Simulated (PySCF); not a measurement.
Run record: geometry optimisation, `O[Si](N)(N)N`.

Method: PBE0-D3(BJ)/def2-SVP geometry optimisation, gas phase (PySCF 2.14.0). Start geometry: GFN2-xTB. A driver script takes a list of jobs; this job's settings line and coordinates (Å) are shown.

Input:
```
{"job": {"xc": "PBE0", "basis": "def2-SVP", "d3": "d3bj", "grid": 1, "kind": "geom"}, "charge": 0, "multiplicity": 1}
N     -1.254668     1.082541    -0.282907
Si    -0.079092    -0.116190     0.130900
N      1.460687     0.588904     0.519061
N     -0.019857    -1.156302    -1.249766
O     -0.561517    -0.940878     1.458217
H     -1.396862     1.831100     0.375177
H     -1.191241     1.467442    -1.209949
H      1.907866     1.136980    -0.197059
H      2.147010    -0.013490     0.944338
H     -0.911782    -1.461746    -1.604740
H      0.591350    -1.954353    -1.182176
H     -0.690696    -0.464693     2.272878
```

Q: Give the output.

A: 
```
step   0  E = -532.66220937  max force = 0.016707
step   1  E = -532.66414955  max force = 0.003335
step   2  E = -532.66433445  max force = 0.001868
step   3  E = -532.66445492  max force = 0.001320
step   4  E = -532.66453117  max force = 0.001582
step   5  E = -532.66461734  max force = 0.001141
step   6  E = -532.66464738  max force = 0.000741
step   7  E = -532.66466574  max force = 0.000495
step   8  E = -532.66468853  max force = 0.000802
step   9  E = -532.66471617  max force = 0.000710
step  10  E = -532.66474443  max force = 0.000420
step  11  E = -532.66476353  max force = 0.000255
step  12  E = -532.66477144  max force = 0.000306
optimisation converged
```

Energies in Eh; «max force» is the largest Cartesian gradient component in Eh/bohr.

Q: Give the first gradient maximum in eV/Å.

A: With 1 Eh/bohr = 51.422 eV/Å, 0.859 eV/Å.

Q: How much energy does the optimisation release, in eV?

A: E(step 0) − E(last step) = 0.002562 Eh, which is 0.070 eV.

In short: final energy -532.66477 Eh after 12 steps; dipole 1.61 D.

Q: Give the final coordinates.

A: 0.159 Å rms from the input after alignment:
```
atom  x, y, z in Å
N1    -1.2607    1.1145   -0.2672
Si2   -0.2302   -0.1733    0.2042
N3     1.3576    0.3767    0.6117
N4    -0.2382   -1.2622   -1.1316
O5    -0.7988   -0.9251    1.5833
H6    -1.5819    1.8346    0.3657
H7    -1.3234    1.3911   -1.2379
H8     1.8030    1.0778    0.0313
H9     2.0436   -0.2613    0.9991
H10   -1.1075   -1.7346   -1.3578
H11    0.5404   -1.9057   -1.2177
H12   -0.5865   -0.4592    2.3971
```

The run took 32 s of wall time on one thread of an Arm Neoverse V2, no GPU, shared host, and the process peaked at 0.50 GiB of memory.
Labels such as C1 count atoms from 1, the log's own numbers from 0.
